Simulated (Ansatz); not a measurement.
Ansatz (an electronic-structure program) input file for Sn(OMe)(SiH3) (CH₆OSiSn), SMILES C[O][Sn][SiH3] (connectivity only; charge and spin as stated), neutral, multiplicity 1, PBE0/def2-SVPD. Geometry optimised at PBE-D3(BJ)/def2-SVP. The structure was generated by enumeration; whether it is a known compound was not checked. The def2 effective core potentials stand for the cores of Sn; spin–orbit coupling is left out. The values are those of a single conformer.

Ansatz 0.2 input:
```yaml
crystal:
  periodic: [false, false, false]
  atoms:
    - {symbol: Sn, position_ang: [0.78733059, 0.26594220, 0.00000000]}
    - {symbol: O, position_ang: [-0.80818855, 1.51752121, -0.00000000]}
    - {symbol: C, position_ang: [-2.18310552, 1.23311881, 0.00000000]}
    - {symbol: H, position_ang: [-2.42104194, 0.14158919, -0.00000000]}
    - {symbol: H, position_ang: [-2.67036219, 1.68304042, -0.89610872]}
    - {symbol: H, position_ang: [-2.67036219, 1.68304043, 0.89610873]}
    - {symbol: Si, position_ang: [-0.65765110, -2.04994021, 0.00000000]}
    - {symbol: H, position_ang: [-1.55126309, -2.19977635, 1.21211967]}
    - {symbol: H, position_ang: [-1.55126309, -2.19977636, -1.21211968]}
    - {symbol: H, position_ang: [0.26902004, -3.24494720, 0.00000000]}
basis:
  gaussian:
    orbitals: def2-SVPD
hamiltonian:
  xc: {name: PBE0}
```

Output:

```
WARN ansatz: RAYON_NUM_THREADS=1 ignored (pool sized by the plan → 1); use --threads N
Functional definition: PBE0
integrals: 0.08 GiB planned
1398 factors; their error is unknown
mean field: 0.70 GiB planned
mean field evaluation 1: about -16872.6238 eV, gradient 5.3e1 eV
mean field evaluation 2: about -16804.7533 eV, gradient 1.6e2 eV
mean field evaluation 4: about -16878.9153 eV, gradient 9.9e0 eV
mean field evaluation 8: about -16879.1395 eV, gradient 1.8e-1 eV
mean field evaluation 16: about -16879.2851 eV, gradient 1.5e-4 eV
mean field -16879.28506961 eV, -620.3022851177 hartree, gradient 2.4e-5 eV, S^2 0.000000; 0 other end points of the search recorded, 0 dependent functions left out
reference -16879.28510750 eV, -620.3022865102 hartree; 28, 28 occupied and 119, 119 virtual orbitals, 1398 factors
Total energy: -16879.28510750 eV, -620.3022865102 hartree
```

Self-consistency was reached.

Cost: very roughly 3 core-seconds.
